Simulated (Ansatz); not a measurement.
One change: `[GeH3][O]C[TeH]` becomes `NC[O][GeH3]`.

Ansatz, PBE0-D4/def2-TZVP geometries, multiplicity 1. Each molecule was computed in one conformer, which needn't be the lowest.

Elements past krypton have def2 core potentials. Scalar relativity is left out up to krypton.

```tsv
property	`[GeH3][O]C[TeH]`
size of the dipole moment (B3LYP/def2-TZVPP) / D	2.10
HOMO energy (B3LYP/def2-TZVPP) / eV	-5.93
HOMO–LUMO gap (B3LYP/def2-TZVPP) / eV	5.05
size of the dipole moment (ωB97M-V/def2-TZVPP) / D	2.15
size of the dipole moment (PBE/def2-TZVPP) / D	2.00
HOMO energy (PBE/def2-TZVPP) / eV	-5.14
```

Question: What does the change do to each property? (Estimate.)

Answer: The calculation gave: 
```csv
property,`NC[O][GeH3]`,shift
size of the dipole moment (B3LYP/def2-TZVPP) / D,0.78,-1.32
HOMO energy (B3LYP/def2-TZVPP) / eV,-7.22,-1.29
HOMO–LUMO gap (B3LYP/def2-TZVPP) / eV,7.35,2.30
size of the dipole moment (ωB97M-V/def2-TZVPP) / D,0.88,-1.27
size of the dipole moment (PBE/def2-TZVPP) / D,0.61,-1.39
HOMO energy (PBE/def2-TZVPP) / eV,-6.01,-0.87
```

With PBE0 the HOMO falls by 1.32 eV and the LUMO rises by 1.02 eV, so the gap widens by about 2.34 eV. PBE moves the HOMO by -0.87 eV and ωB97M-V by -1.61 eV. Dipoles are sizes alone; their direction can turn.

B3LYP here is the variant with VWN-RPA as its local correlation; programs differ in this.

Spin–orbit coupling is left out; it splits and shifts lone-pair levels of the heavy atoms by tenths of an eV.
